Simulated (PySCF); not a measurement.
PySCF 2.14 output of an unrestricted M06-L calculation on a single atom or ion in 6-31G*, with no relativity, point nucleus:

```
SCF conv_tol = 1e-09
number electrons alpha = 3  beta = 2
    Y. Zhao and D. G. Truhlar.,  J. Chem. Phys. 125, 194101 (2006)
    Y. Zhao and D. G. Truhlar.,  J. Chem. Phys. 125, 194101 (2006)
    Y. Zhao and D. G. Truhlar.,  Theor. Chem. Acc. 120, 215 (2008)
cycle= 1 E= -52.9344552765573  delta_E= -0.0026  |g|= 0.00576  |ddm|= 0.0567
cycle= 2 E= -52.9344694595014  delta_E= -1.42e-05  |g|= 0.000517  |ddm|= 0.00281
cycle= 3 E= -52.9344695799623  delta_E= -1.2e-07  |g|= 3.77e-06  |ddm|= 0.000282
cycle= 4 E= -52.9344695799689  delta_E= -6.6e-12  |g|= 5.41e-08  |ddm|= 2.33e-06
converged SCF energy = -52.9344695799689  <S^2> = 0.75210363  2S+1 = 2.0021025
```

The run itself started from symmetry-adapted Hartree-Fock orbitals and held the occupation by maximum overlap, on a logarithmic radial grid, so the iterations belong to that start.

Q: Which element, charge and spin multiplicity is this?

A: N²⁺ (nitrogen, charge +2), multiplicity 2; the state was [He] 2s2 2p1, 2P determinant.
